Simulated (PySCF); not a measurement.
# SMILES [SiH3]C1=C[C@@H]2CC[C@H]12, C$_{6}$H$_{10}$Si

Molfile (atoms numbered from 1):
```
C6H10Si
     RDKit          3D

 17 18  0  0  0  0  0  0  0  0999 V2000
    2.4959    0.8970   -0.0912 Si  0  0  0  0  0  4  0  0  0  0  0  0
    0.9668   -0.1742   -0.0377 C   0  0  0  0  0  0  0  0  0  0  0  0
    0.4318   -1.1238   -0.8202 C   0  0  0  0  0  0  0  0  0  0  0  0
   -0.8131   -1.2825   -0.0047 C   0  0  2  0  0  0  0  0  0  0  0  0
   -1.9400   -0.3058   -0.4152 C   0  0  0  0  0  0  0  0  0  0  0  0
   -1.3343    0.7815    0.4839 C   0  0  0  0  0  0  0  0  0  0  0  0
   -0.2124   -0.1877    0.9118 C   0  0  2  0  0  0  0  0  0  0  0  0
    3.2640    0.6972    1.1414 H   0  0  0  0  0  0  0  0  0  0  0  0
    3.2998    0.5285   -1.2569 H   0  0  0  0  0  0  0  0  0  0  0  0
    2.0953    2.3054   -0.1813 H   0  0  0  0  0  0  0  0  0  0  0  0
    0.7359   -1.5797   -1.7464 H   0  0  0  0  0  0  0  0  0  0  0  0
   -1.1077   -2.2723    0.3332 H   0  0  0  0  0  0  0  0  0  0  0  0
   -2.9248   -0.6366   -0.0928 H   0  0  0  0  0  0  0  0  0  0  0  0
   -1.9719   -0.0739   -1.4780 H   0  0  0  0  0  0  0  0  0  0  0  0
   -1.9830    1.0816    1.3038 H   0  0  0  0  0  0  0  0  0  0  0  0
   -0.9792    1.6706   -0.0341 H   0  0  0  0  0  0  0  0  0  0  0  0
   -0.0302   -0.3133    1.9745 H   0  0  0  0  0  0  0  0  0  0  0  0
  1  2  1  0
  2  3  2  0
  3  4  1  0
  4  5  1  0
  5  6  1  0
  6  7  1  0
  7  2  1  0
  7  4  1  0
  1  8  1  0
  1  9  1  0
  1 10  1  0
  3 11  1  0
  4 12  1  1
  5 13  1  0
  5 14  1  0
  6 15  1  0
  6 16  1  0
  7 17  1  1
M  END
```

Level of theory: TDDFT wB97X-D/aug-cc-pVDZ circular dichroism and optical rotation, one conformer, gas phase in PySCF. Geometry: GFN2-xTB.

Singlets 12 and 13 lie within 0.01 eV of each other, so their separate moments and overlaps can depend on how they mix.

Q: Draw the ECD and absorption spectra from the lowest 16 states, each a Gaussian of half-width 0.2 eV at 1/e height.

A: 
```csv
E (eV),λ (nm),Δε (L mol⁻¹ cm⁻¹),ε (L mol⁻¹ cm⁻¹)
5.57,223,+0.06,8.5
5.67,219,+0.55,80.6
5.77,215,+3.16,464
5.87,211,+10.99,1620
5.97,208,+22.81,3470
6.07,204,+25.82,4730
6.17,201,+4.01,4960
6.27,198,-43.63,5960
6.37,195,-90.90,8020
6.47,192,-97.17,8460
6.57,189,-54.90,6890
6.67,186,+2.84,5960
6.77,183,+42.08,6160
6.87,181,+51.06,6140
6.97,178,+46.61,6310
7.07,175,+45.97,6890
7.17,173,+41.20,6240
7.27,171,+26.52,4240
7.37,168,+15.08,2810
7.47,166,+18.20,3020
7.57,164,+33.07,4480
7.67,162,+46.39,6130
7.77,160,+47.29,6900
```
Δε uses R in velocity form, ε uses f in length form. Only the states computed contribute, so the short-wavelength end is incomplete.
